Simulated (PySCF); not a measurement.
H7NO2Si2, SMILES N[Si@H](O)O[SiH3].

The structure is a stationary point at PBE0-D3(BJ)/def2-SVP. The structure was generated by enumeration; whether it is a known compound was not checked. The values are those of a single conformer.

Computed with TDDFT-ωB97X/def2-SVPD (PySCF).

Vertical excitations. Gas-phase values at a fixed geometry.

```tsv
state	energy (eV)	λ (nm)	f	main pairs
S1	7.39	168	0.066	HOMO→LUMO 63 %, HOMO→LUMO+2 15 %
S2	7.87	158	0.005	HOMO−1→LUMO 33 %, HOMO−1→LUMO+1 20 %, HOMO→LUMO+2 12 %, HOMO→LUMO+1 9 %
S3	8.10	153	0.003	HOMO−2→LUMO 42 %, HOMO−2→LUMO+1 38 %, HOMO−2→LUMO+2 13 %
S4	8.47	146	0.028	HOMO→LUMO+3 41 %, HOMO→LUMO 14 %, HOMO→LUMO+2 10 %, HOMO→LUMO+1 10 %
S5	8.50	146	0.016	HOMO−3→LUMO 43 %, HOMO−3→LUMO+3 18 %, HOMO−1→LUMO 11 %
S6	8.92	139	0.028	HOMO→LUMO+4 23 %, HOMO−1→LUMO+1 16 %, HOMO→LUMO+11 9 %, HOMO→LUMO+3 9 %
S7	8.95	138	0.051	HOMO→LUMO+4 22 %, HOMO−1→LUMO+1 12 %, HOMO→LUMO+2 8 %, HOMO→LUMO+11 8 %
S8	9.06	137	0.077	HOMO→LUMO+1 23 %, HOMO→LUMO+2 17 %, HOMO−1→LUMO 13 %, HOMO→LUMO+7 13 %
S9	9.15	136	0.078	HOMO−2→LUMO+1 41 %, HOMO−2→LUMO+2 17 %, HOMO−2→LUMO 14 %, HOMO−2→LUMO+3 8 %
S10	9.19	135	0.013	HOMO−2→LUMO+5 24 %, HOMO−1→LUMO+6 14 %, HOMO→LUMO+6 10 %, HOMO−1→LUMO+1 7 %
T1	7.15	173	0	HOMO→LUMO 55 %, HOMO→LUMO+2 16 %, HOMO→LUMO+3 8 %
T2	7.55	164	0	HOMO−1→LUMO 30 %, HOMO−1→LUMO+1 21 %, HOMO→LUMO+1 11 %, HOMO→LUMO+2 10 %
T3	7.76	160	0	HOMO−2→LUMO+1 38 %, HOMO−2→LUMO 38 %, HOMO−2→LUMO+2 13 %
T4	8.13	152	0	HOMO→LUMO+3 39 %, HOMO→LUMO+1 14 %, HOMO→LUMO+7 6 %, HOMO→LUMO 6 %
```
Triplets are in the Tamm–Dancoff approximation, which puts them higher than full response would, so one can lie above its singlet here.
